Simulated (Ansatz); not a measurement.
Born–Oppenheimer molecular dynamics of CH₈O₂Si (12 atoms, charge 0, multiplicity 1). It starts at the highest image of a converged band. Of that band: Neighbouring images differ by up to 2.4 eV, so the band resolves the path poorly. A vibrational analysis at the climbing image gives one clearly imaginary mode, 1227i cm⁻¹: a first-order saddle point.

Method: UKS r2SCAN/6-31G* (Ansatz 0.2.0).

- ensemble: NVE (velocity Verlet)
- time step: 0.5 fs
- steps asked: 182
- starting velocities drawn for: 300 K
- seed: 10174

First frame:

```xyz
12
Properties=species:S:1:pos:R:3
Si 0.534 -0.530 -0.445
O 0.886 1.103 0.571
H -0.351 -1.389 -1.282
H 1.297 -1.373 0.508
O 1.385 0.087 -1.758
H -0.219 0.662 0.789
C -1.326 -0.199 0.678
H 0.764 1.895 0.017
H 2.131 0.651 -1.507
H -1.391 -1.264 0.933
H -2.064 0.026 -0.099
H -1.646 0.331 1.595
```

Task: What does the run give?

Result: All steps were run.

| Item | Value |
| --- | --- |
| steps done | 182 |
| time covered | 91 fs |
| mean temperature over the second half | 1257 K |
| spread of the potential energy over the second half | 11.9 meV per atom |
| mean potential energy of the second half above the start | -103.0 meV per atom |

The conserved energy stayed within 0.19 meV per atom of its start (net change -0.036 meV per atom), so the integration is sound. The system heated up, since it started high on the potential surface and ran downhill. A run of 0.091 ps of so small a system gives no equilibrium averages. The orbitals stay closed-shell, which can raise the energy where a bond breaks towards radicals; this wasn't checked here.

Task: What happens to the structure?

Result: The step under study would form Si1–C7, O2–H6 and break Si1–O2, H6–C7. These pairs go: Si1–C7 2.20 → 1.76 Å, O2–H6 1.21 → 0.98 Å, Si1–O2 1.96 → 4.28 Å, H6–C7 1.41 → 5.04 Å. In the last frame they stand as after the step (other bonds may differ from the relaxed reactants and products). It ends as CH6OSi + H2O. Pairs count as bonded within 1.25 times the sum of covalent radii (0.12 Å more for H–H). The details hang on the random start.

Task: How do temperature and energy run in time?

Result: 
```json
{"time (fs)": "0.0", "T (K)": "300", "potential energy less start (eV)": "0.000", "conserved less start (meV/atom)": "0.00"}
{"time (fs)": "7.5", "T (K)": "148", "potential energy less start (eV)": "0.198", "conserved less start (meV/atom)": "0.13"}
{"time (fs)": "15.0", "T (K)": "387", "potential energy less start (eV)": "-0.112", "conserved less start (meV/atom)": "0.02"}
{"time (fs)": "22.5", "T (K)": "683", "potential energy less start (eV)": "-0.494", "conserved less start (meV/atom)": "0.12"}
{"time (fs)": "30.0", "T (K)": "1052", "potential energy less start (eV)": "-0.973", "conserved less start (meV/atom)": "-0.07"}
{"time (fs)": "37.5", "T (K)": "1210", "potential energy less start (eV)": "-1.176", "conserved less start (meV/atom)": "0.04"}
{"time (fs)": "45.0", "T (K)": "1173", "potential energy less start (eV)": "-1.126", "conserved less start (meV/atom)": "0.15"}
{"time (fs)": "52.5", "T (K)": "1385", "potential energy less start (eV)": "-1.403", "conserved less start (meV/atom)": "0.02"}
{"time (fs)": "60.0", "T (K)": "1421", "potential energy less start (eV)": "-1.449", "conserved less start (meV/atom)": "-0.08"}
{"time (fs)": "67.5", "T (K)": "1169", "potential energy less start (eV)": "-1.121", "conserved less start (meV/atom)": "0.14"}
{"time (fs)": "75.0", "T (K)": "1122", "potential energy less start (eV)": "-1.061", "conserved less start (meV/atom)": "0.07"}
{"time (fs)": "82.5", "T (K)": "1222", "potential energy less start (eV)": "-1.191", "conserved less start (meV/atom)": "0.01"}
{"time (fs)": "90.0", "T (K)": "1213", "potential energy less start (eV)": "-1.179", "conserved less start (meV/atom)": "0.05"}
```

The run took 14 min on 2 threads of Arm Neoverse V1, on a shared host, peak memory 0.23 GiB.
